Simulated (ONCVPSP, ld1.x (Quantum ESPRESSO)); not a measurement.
**Potentials for Al compared**

Generated with ld1.x 7.5 (TM, RRKJ, ultrasoft, PAW), atompaw 4.2 or ONCVPSP 4.0.1. The cutoff is in Ry: for ld1.x and atompaw files where the sum of valence levels is converged to 10 mRy in a Bessel basis, for ONCV files where the hardest occupied wave has 1 mHa per electron of residual kinetic energy. The error is the largest all-electron minus pseudo excitation energy over each file’s own four to seven test configurations (ionisations up to +4, promotions, holes and added fractions of an electron), all of which were solved. The labels leave out finer settings (local radius, basis sizes, second energies), which also bear on the numbers. Spin-polarised tests are not counted. The rows are a selection from randomly drawn settings: files with unsolved tests, undetermined cutoffs or missed reference levels are left out.

A true bound ghost makes a file unfit for plane-wave use even where its test errors are small: the radial tests pick states by their node count and pass the ghost by.

| potential | cutoff (Ry) | largest error (meV) | bound ghosts |
| --- | --- | --- | --- |
| ONCV, PBE, scalar-relativistic, rc 1.85/2.90 (sp), local smoothed, core correction yes, reference 3s1.75 3p1.25, qcut 3.4/3.3, projectors 2/2 | 11 | +15 | none |
| ONCV, PBE, scalar-relativistic, rc 2.20/2.35/1.80 (spd), local smoothed, core correction yes, reference 3s1 3p2, qcut 2.5/3.7/5.6, projectors 2/2/2 | 24 | +27 | none |
| ONCV, LDA (Perdew-Wang 92), scalar-relativistic, rc 1.75/2.65 (sp), local smoothed, core correction yes, reference 3s2 3p1, qcut 3.8/3.3, projectors 3/2 | 12 | -104 | s |

Question: Fill in the row for Al: ultrasoft, PBE, scalar-relativistic, rc 2.05/2.75/2.60 (spd), local smoothed, core correction no, reference 3s2 3p1.

Answer: cutoff 6 Ry, largest error +29 meV, bound ghosts: none.

Question: Fill in the row for Al: ONCV, PBE, scalar-relativistic, rc 1.95/2.00/1.75 (spd), local smoothed, core correction yes, reference 3s2 3p1, qcut 4/3.7/5.6, projectors 1/1/1.

Answer: cutoff 11 Ry, largest error +28 meV, bound ghosts: none.
